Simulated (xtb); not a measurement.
HfO₃, SMILES [O]=[Hf]1[O][O]1, multiplicity 1. All values are semi-empirical tight-binding results from xtb (GFN2-xTB unless named), good for trends rather than for accurate numbers. Geometry: GFN2-xTB. The spin state was assumed, not searched.

Optimised geometry:

```xyz
4

Hf     0.1971    -0.1529     0.0000
O     -0.9616    -1.4943     0.0000
O     -0.4061     1.4352     0.7398
O     -0.4061     1.4352    -0.7398
```
Charge 0, spin multiplicity 1.

For metal compounds this method's bond lengths and energies can be far off.

- point group as xtb finds it = Cs
- orbital gap = 2.46 eV
- zero-point energy = 4.2 kcal/mol
- G − E(el) at 298.15 K (modified RRHO) = -14.5 kcal/mol

Computed atomic charges and the Wiberg bond orders between heavy atoms:
charges (e) Hf1 1.02, O2 -0.44, O3 -0.29, O4 -0.29. Bond orders Hf1–O2 2.01, Hf1–O3 1.00, Hf1–O4 1.00, O3–O4 1.00.
